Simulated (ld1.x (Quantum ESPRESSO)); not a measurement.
## An all-electron radial function and its pseudo partner (potassium (K))

Columns: radius, all-electron u(r) and pseudo u(r) of the 3s shell (level -35.18 eV) of potassium in the configuration [Ne] 3s2 3p6 4s1 4p0; LDA (PZ), scalar-relativistic, TM scheme, ld1.x (Quantum ESPRESSO) 7.5.

```tsv
r (bohr)	all-electron	pseudo
0.125	-0.1022	0.1409
0.250	-0.4991	0.2797
0.375	-0.3305	0.4141
0.500	0.0592	0.5415
0.625	0.4392	0.6587
0.750	0.7214	0.7610
0.875	0.8927	0.8422
1.000	0.9694	0.8956
1.125	0.9764	0.9155
1.250	0.9368	0.9001
1.375	0.8696	0.8532
1.500	0.7882	0.7832
1.625	0.7019	0.7011
1.750	0.6168	0.6168
1.875	0.5363	0.5363
2.000	0.4625	0.4625
2.125	0.3962	0.3962
2.250	0.3376	0.3376
2.375	0.2863	0.2863
2.500	0.2418	0.2418
2.625	0.2037	0.2037
2.750	0.1711	0.1711
2.875	0.1433	0.1433
3.000	0.1199	0.1199
3.125	0.1001	0.1001
3.250	0.0835	0.0835
```

Q: How many radial nodes do the two functions have?

A: The all-electron 3s function has n − l − 1 = 2 (the table is too coarse to show those close to the nucleus); the pseudo-wave has 0, since the states of the same l below it are removed with the core.

Q: At about which radius was the pseudo-wave matched?

A: 1.90 bohr. The columns agree to 0.0005 from 1.75 bohr on; several derivatives are matched, so the curves merge somewhat inside the radius.

Q: Where does each function peak?

A: Outermost all-electron maximum near 1.12 bohr, pseudo maximum near 1.12 bohr (to the table’s step).

Q: Is the pseudo-wave norm-conserving?

A: Yes: the TM scheme keeps the norm inside the radius equal to the all-electron one, which fixes the energy derivative of the logarithmic derivative at the level.
